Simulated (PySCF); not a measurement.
C$_{6}$H$_{13}$, doublet, geometry from GFN2-xTB; PySCF with CASSCF(3,5)/STO-3G.

Input for PySCF:
```python
from pyscf import gto, scf, mcscf
import numpy

mol = gto.Mole()
mol.atom = '''
    C    -2.214453    0.797938    0.125554
    C    -1.754177   -0.562609   -0.435624
    C    -0.329035   -0.556043   -0.829787
    C     0.749883   -1.067623    0.042241
    C     1.964998   -0.129436    0.109949
    C     1.615546    1.199133    0.767059
    H    -1.644467    1.049077    1.016462
    H    -2.064179    1.580486   -0.614414
    H    -3.270221    0.761414    0.384630
    H    -1.927905   -1.325603    0.327394
    H    -2.381594   -0.793404   -1.302833
    H    -0.054883   -0.103470   -1.768339
    H     0.362829   -1.240506    1.049880
    H     1.108415   -2.038932   -0.334800
    H     2.333084    0.050130   -0.902331
    H     2.762740   -0.617636    0.674385
    H     0.824595    1.696064    0.210296
    H     1.270787    1.040953    1.787052
    H     2.484228    1.853274    0.796267
'''
mol.basis = 'sto-3g'
mol.charge = 0
mol.spin = 1
mol.verbose = 4
mol.build()

mf = scf.ROHF(mol)
mf.kernel()
mc = mcscf.CASSCF(mf, 5, 3)
mc.fix_spin_(ss=0.75)
mc.kernel()
occ = numpy.linalg.eigvalsh(mc.fcisolver.make_rdm1(mc.ci, mc.ncas, mc.nelecas))[::-1]
ss = mc.fcisolver.spin_square(mc.ci, mc.ncas, mc.nelecas)[0]
print('natural occupations', occ.round(4), ' <S^2>', round(ss, 4))
```

Output, abridged:

```
PySCF version 2.14.0

[INPUT] verbose = 4
[INPUT] num. atoms = 19
[INPUT] num. electrons = 49
[INPUT] charge = 0
[INPUT] spin (= nelec alpha-beta = 2S) = 1
[INPUT] symmetry False subgroup None
[INPUT] Mole.unit = angstrom
[INPUT] Symbol           X                Y                Z      unit          X                Y                Z       unit  Magmom
[...]
nuclear repulsion = 244.328705536914
number of shells = 31
number of NR pGTOs = 129
number of NR cGTOs = 43
basis = sto-3g
ecp = {}

******** <class 'pyscf.scf.rohf.ROHF'> ********
method = ROHF
initial guess = minao
damping factor = 0
level_shift factor = 0
DIIS = <class 'pyscf.scf.diis.CDIIS'>
diis_start_cycle = 1
diis_space = 8
diis_damp = 0
SCF conv_tol = 1e-09
SCF conv_tol_grad = None
SCF max_cycles = 50
direct_scf = True
direct_scf_tol = 1e-13
num. doubly occ = 24  num. singly occ = 1
Set gradient conv threshold to 3.16228e-05
init E= -232.886871760967
[...]
cycle= 1 E= -231.933440518552  delta_E= 0.953  |g|= 0.272  |ddm|= 3.52
[...]
cycle= 2 E= -231.976513655747  delta_E= -0.0431  |g|= 0.0702  |ddm|= 0.42
[...]
cycle= 3 E= -231.978699989149  delta_E= -0.00219  |g|= 0.0155  |ddm|= 0.113
[...]
cycle= 4 E= -231.978809096657  delta_E= -0.000109  |g|= 0.00139  |ddm|= 0.021
[...]
cycle= 5 E= -231.97881087999  delta_E= -1.78e-06  |g|= 0.000301  |ddm|= 0.00283
[...]
cycle= 6 E= -231.978810934467  delta_E= -5.45e-08  |g|= 5.4e-05  |ddm|= 0.000457
[...]
cycle= 7 E= -231.978810938125  delta_E= -3.66e-09  |g|= 1.71e-05  |ddm|= 0.000152
[...]
cycle= 8 E= -231.97881093858  delta_E= -4.55e-10  |g|= 4.22e-06  |ddm|= 5.96e-05
[...]
Extra cycle  E= -231.978810938603  delta_E= -2.36e-11  |g|= 1.76e-06  |ddm|= 1.09e-05
converged SCF energy = -231.978810938603

******** <class 'pyscf.mcscf.mc1step.CASSCF'> ********
CAS (2e+1e, 5o), ncore = 23, nvir = 15
max_cycle_macro = 50
max_cycle_micro = 4
conv_tol = 1e-07
conv_tol_grad = None
orbital rotation max_stepsize = 0.02
orbital rotation threshold for CI restart = 0.01
augmented hessian ah_max_cycle = 30
augmented hessian ah_conv_tol = 1e-12
augmented hessian ah_linear dependence = 1e-14
augmented hessian ah_level shift = 1e-08
augmented hessian ah_start_tol = 2.5
augmented hessian ah_start_cycle = 3
augmented hessian ah_grad_trust_region = 3
kf_trust_region = 3
kf_interval = 4
ci_response_space = 4
ci_grad_trust_region = 3
with_dep4 0
natorb = False
canonicalization = True
sorting_mo_energy = False
ao2mo_level = 2
internal_rotation = False
******** <class 'pyscf.fci.addons.SpinPenaltyFCISolver'> ********
max. cycles = 50
conv_tol = 1e-08
davidson only = True
linear dependence = 1e-12
level shift = 0.001
max iter space = 12
nroots = 1
pspace_size = 400
spin = None
CASCI E = -231.979613379767  S^2 = 0.7500000
Set conv_tol_grad to 0.000316228
macro iter   1 ( 21 JK    4 micro), CASSCF E = -231.981805967256  dE = -2.19258749e-03  S^2 = 0.7500000
               |grad[o]|=0.00155  |grad[c]|=0.0203  |ddm|=0.0204  |maxRot[o]|=0.279
macro iter   2 ( 21 JK    4 micro), CASSCF E = -231.988124943944  dE = -6.31897669e-03  S^2 = 0.7500000
               |grad[o]|=0.00556  |grad[c]|=0.0668  |ddm|=0.0304  |maxRot[o]|=0.208
macro iter   3 ( 21 JK    4 micro), CASSCF E = -231.992943498690  dE = -4.81855475e-03  S^2 = 0.7500000
               |grad[o]|=0.00992  |grad[c]|=0.0163  |ddm|=0.0059  |maxRot[o]|=0.158
macro iter   4 ( 21 JK    4 micro), CASSCF E = -231.993810423649  dE = -8.66924959e-04  S^2 = 0.7500000
               |grad[o]|=0.00499  |grad[c]|=0.00733  |ddm|=0.00286  |maxRot[o]|=0.283
macro iter   5 ( 21 JK    4 micro), CASSCF E = -231.994172804495  dE = -3.62380846e-04  S^2 = 0.7500000
               |grad[o]|=0.0016  |grad[c]|=0.00401  |ddm|=0.000488  |maxRot[o]|=  0.3
macro iter   6 ( 15 JK    3 micro), CASSCF E = -231.994232230491  dE = -5.94259955e-05  S^2 = 0.7500000
               |grad[o]|=0.000941  |grad[c]|=0.000355  |ddm|=0.000367  |maxRot[o]|=0.0948
macro iter   7 (  3 JK    1 micro), CASSCF E = -231.994232276076  dE = -4.55848976e-08  S^2 = 0.7500000
               |grad[o]|=6.71e-05  |grad[c]|=3.01e-05  |ddm|=1.39e-05  |maxRot[o]|=0.00054
1-step CASSCF converged in   7 macro (123 JK  24 micro) steps
CASSCF canonicalization
Density matrix diagonal elements [1.98158653 0.99995661 0.00464199 0.01159907 0.0022158 ]
CASSCF energy = -231.994232276076
CASCI E = -231.994232276076  E(CI) = -2.59155062374481  S^2 = 0.7500000
natural occupations [1.9816e+00 1.0000e+00 1.7400e-02 5.0000e-04 5.0000e-04]  <S^2> 0.75
```
